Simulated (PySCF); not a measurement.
# Ionisation energy of Sn by level of theory

Sn [Kr] 4d10 5s2 5p2 (3P) → Sn⁺ [Kr] 4d10 5s2 5p1 (2P), as a difference of total energies. Calculation: PySCF 2.14, in def2-TZVPPD with the def2 core potential (28 electrons); a scalar-relativistic core potential. Correlated levels: valence and next inner shell: nothing frozen outside the core potential. The calculations carry no spin-orbit coupling.

```
                                method  ionisation energy (eV)  error (eV)
                                   UHF                   6.851      -0.538
    MP2 (valence and next inner shell)                   7.244      -0.145
SCS-MP2 (valence and next inner shell)                   7.138      -0.251
   CCSD (valence and next inner shell)                   7.225      -0.164
CCSD(T) (valence and next inner shell)                   7.251      -0.138
```

Reference: 7.389 eV (measured; NIST levels, between the centres of gravity of the two terms).

Errors of the correlated levels include the incompleteness of this basis.
